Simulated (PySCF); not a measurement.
C₂H₆AlBrO, SMILES [Br][Al]([O]C)[CH3]. Atoms are numbered in the order given.

```xyz
11

Al     0.6526    -0.5763     0.0000
Br    -0.3976     1.4430     0.0000
C      2.5840    -0.7223     0.0000
H      2.9069    -1.7750     0.0000
H      3.0138    -0.2255     0.8858
H      3.0138    -0.2255    -0.8858
O     -0.3290    -1.9552     0.0000
C     -1.6912    -2.2780     0.0000
H     -1.9436    -2.8802     0.8911
H     -2.3389    -1.3815     0.0000
H     -1.9436    -2.8802    -0.8911
```

Coordinates come from a B3LYP-D3(BJ)/def2-SVP optimisation. One conformer was computed; it need not be the lowest.

Vertical ionisation energy (IE) and electron affinity (EA) in eV. Rows of orbital energies are one-electron estimates. Where ΔSCF, EOM or ADC give a negative EA the extra electron is unbound and the value depends on the basis.

| level | IE | EA |
|---|---|---|
| −ε(HOMO), −ε(LUMO), B3LYP/def2-TZVP (PySCF) | 7.96 | 0.60 |
| −ε(HOMO), −ε(LUMO), PBE/def2-TZVP (PySCF) | 6.72 | 1.14 |
